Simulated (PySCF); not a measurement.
Stepwise substitution at one centre (Ga F-Br). Isolated molecules, 0 K electronic values unless said otherwise. Strings in code marks are SMILES.

The numbers are results of PBE0-D4/def2-TZVP run with PySCF, not measurements. Excitations are Tamm–Dancoff values on a coarser integration grid. The basis has no diffuse functions, so Rydberg states are missing or too high.

| species | S1 excitation (TDA) (eV) | LUMO (eV) | T1 excitation (TDA) (eV) |
|---|---|---|---|
| 0 of 3 F replaced by Br (`[F][Ga]([F])[F]`) | 7.55 | -2.34 | 7.17 |
| 1 of 3 F replaced by Br (`[F][Ga]([F])[Br]`) | 5.78 | -2.21 | 5.34 |
| 2 of 3 F replaced by Br | 5.49 | -2.18 | 5.07 |
| 3 of 3 F replaced by Br (`[Br][Ga]([Br])[Br]`) | 5.19 | -2.22 | 4.83 |
